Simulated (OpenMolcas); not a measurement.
## Nb3+: moving the ligands

Nb3+ with its 6 nearest fluoride ions at 2.082 Å, on the Y site of Cs2NaYF6 (a = 9.075 Å, distance in the model lattice 2.178 Å). The rest of the host is ab initio model potentials to 7.6 Å, with orthogonalisation functions on the cations behind the ligands, and point charges beyond; the distance is set by hand and nothing relaxes. Ligand basis ANO-RCC-VDZP.
```
Nb    0.0000    0.0000    0.0000
F     2.0820    0.0000    0.0000
F     0.0000    2.0820    0.0000
F    -2.0820    0.0000    0.0000
F     0.0000   -2.0820    0.0000
F     0.0000    0.0000    2.0820
F     0.0000    0.0000   -2.0820
```

- Program: OpenMolcas
- Method: SS-CASPT2, IPEA 0.25 Eh, imaginary shift 0.1 Eh (closed shells correlated: 4s 4p and the ligand valence shells)
- Basis: ANO-RCC-VTZP [7s6p4d2f1g]
- Scalar Hamiltonian: DKH2, point nucleus
- Active space: 2 electrons in 5 orbitals (4d)
- State averaging: 2S+1 = 3 even, 10 roots; 2S+1 = 1 even, 15 roots
- Spin-orbit coupling: state interaction with AMFI integrals over the reference wave functions

Runs around this geometry, states (labels of O, the rotations of Oh). Energies in cm-1 above the lowest state or level, χT in cm3 K/mol; under a threefold ground state the first gap can be a small split of the lowest multiplet, not the spin-orbit step; 10Dq and B are least-squares fits to the states below 45000 cm-1, weighted by degeneracy, with a free offset, and given where the rms deviation is under 5 % of |10Dq| (or 100 cm-1) and under 700 cm-1.

| R (Å) | Ground state | First state of that spin | 10Dq | B (rms of fit) | First gap with spin-orbit (degeneracies) | χT at 300 K | First state of another spin |
| --- | --- | --- | --- | --- | --- | --- | --- |
| 2.03 | 3T1 | 3T2 27950 | 29153 | 526 (99) | 20 (2, 3) | 0.467 | 1T2 7300 |
| 2.082 | 3T1 | 3T2 24930 | 26132 | 534 (70) | 23 (2, 3) | 0.457 | 1T2 7410 |
| 2.178 | 3T1 | 3T2 20170 | 21435 | 533 (73) | 29 (2, 3) | 0.437 | 1T2 7380 |

Taking |10Dq| as R^-n, n = -ln(21435 / 29153) / ln(2.178 / 2.03) = 4.4 between the shortest and longest distance. The point-charge formula for a cubic d site gives n = 5.

Roots that are degenerate in the reference are averaged as groups; the widest CASPT2 spread within a group is 180 cm-1 (the 3-fold group of multiplicity 3 near 0 cm-1 above the lowest state of its run, R = 2.178). Shifts and gaps below about the spread of the groups concerned are not significant. Over all roots computed the reference weight is 0.72 to 0.73 in R = 2.03, 0.72 to 0.73 in R = 2.082, 0.72 in R = 2.178; a low but even weight reflects the number of correlated electrons. An orbital triplet at a regular site is open to Jahn-Teller coupling, which can distort the site and quench the lowest spin-orbit gaps and is left out. Ligand-to-metal charge-transfer states are missing. With no ligand orbital active B as a rule stays too high, so bands that hang on it stand too high and its fall with covalency is understated. With one d shell and no ligand orbital active, 10Dq can be off by a tenth or more. The least metal-like active orbital is 83 % on the metal (Löwdin) and no ligand orbital is active, so the numbers are rough (holds for R = 2.03). The least metal-like active orbital is 84 % on the metal (Löwdin) and no ligand orbital is active, so the numbers are rough (holds for R = 2.082). No measured value stands beside these numbers; the geometry was set by hand and not optimised.
